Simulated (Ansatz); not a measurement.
**Two structures, one formula**

Two relaxed structures of CH2BI, singlet (PBE0-D4/def2-TZVP; forces vanish, vibrations not checked).

A:

B1  (-0.681, 0.160, -0.442)
C2  (0.374, 0.448, 0.373)
I3  (0.897, -1.649, 0.234)
H4  (-1.607, -0.018, -1.141)
H5  (1.017, 1.059, 0.976)
(Å)

B:

B1  (-0.831, 0.121, -0.649)
C2  (0.184, -0.720, -0.419)
I3  (0.755, -1.974, 0.953)
H4  (-1.653, 0.892, -0.981)
H5  (2.176, -2.552, 0.325)
(Å)

Program: Ansatz 0.2.0. Basis: def2-TZVPP. Cores are frozen in the correlated methods. Filled d shells of the heavier atoms are correlated. Core potentials replace the inner electrons of the atoms past krypton. The def2 sets are not built for correlating such inner shells, so the correlated values are less sure here. B3LYP uses VWN-RPA correlation.

**Question.** Which structure is lower at CCSD(T), and by how much? (To be estimated.)

**Answer.** By the calculation: A, by 301.4 kJ/mol (electronic energy, against the other). By their contacts, A is CH₂BI ([BH]1[CH][I]1) and B is CH₂BI ([BH][C][IH]).

All methods give the same order:

| method | E(B) − E(A) (kJ/mol) |
| --- | --- |
| PBE-D4 | 288.2 |
| r2SCAN-D4 | 300.1 |
| PBE0-D4 | 305.4 |
| B3LYP-D4 | 302.6 |
| wB97M-V | 314.3 |
| HF | 343.8 |
| MP2 | 306.7 |
| CCSD | 309.3 |
| CCSD(T) | 301.4 |

T1 diagnostic: at most 0.015.

Labels in which every atom is bracketed show which atoms are joined, not bond orders.

For scale, one of the runs: CCSD(T)/def2-TZVPP, 140 basis functions, launched by `ansatz run in.yaml --threads 2 --pin off --events-out ev --progress --plain --max-ram 4352MiB`. The run took 22 s on 2 CPU threads of an Arm Neoverse V1 (shared host), with 0.93 GiB of host memory at its peak.
